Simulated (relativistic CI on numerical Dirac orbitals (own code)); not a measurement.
## Mn2+: K-alpha X-ray emission

Computed with this model: Dirac-Coulomb-Breit CI, orbitals from a KLI potential per configuration, model QED, valence Slater integrals scaled by 0.7, multiplet model of X-ray emission after core ionisation; configurations [Ar] 3d5 → 1s 2s2 2p6 3s2 3p6 3d5 → [He] 2s2 2p5 3s2 3p6 3d5; 300 K; Lorentzian 1.8 eV and Gaussian 0.6 eV FWHM. Energies are those of the free ion, without screening or charge transfer. S is read from ⟨S²⟩ = S(S + 1).

Field parameters in Wybourne normalisation: D3d B²₀ = −7Dσ, B⁴₀ = −14Dq − 21Dτ, B⁴₃ = −14√(10/7) Dq. The field is a parameter set, without covalency.

free ion: ground-state S = 2.50, centroid 5893.48 eV. Peaks (eV, height): 5886.0 (60), 5893.2 (24), 5897.8 (100).

D3d, 10Dq = 18800, Dσ = -1200, Dτ = -330 cm⁻¹: ground-state S = 0.87, centroid 5893.45 eV. Peaks (eV, height): 5886.6 (51), 5897.6 (100).

D3d, 10Dq = 18800, Dσ = -720, Dτ = -330 cm⁻¹: ground-state S = 2.03, centroid 5893.47 eV. Peaks (eV, height): 5886.4 (54), 5897.6 (100).

Strongest unbroadened transitions for D3d, 10Dq = 18800, Dσ = -1200, Dτ = -330 cm⁻¹:

```csv
Energy (eV),Relative strength
5886.51,13.8
5886.82,30.8
5886.84,19.5
5886.90,18.2
5887.08,28.4
5887.09,14.0
5896.60,14.9
5897.58,20.6
5897.60,100.0
5897.62,37.1
5897.69,22.8
5897.71,28.0
5897.77,52.6
5897.82,13.3
5897.83,14.4
5897.84,24.8
5897.91,16.8
5898.55,26.3
```
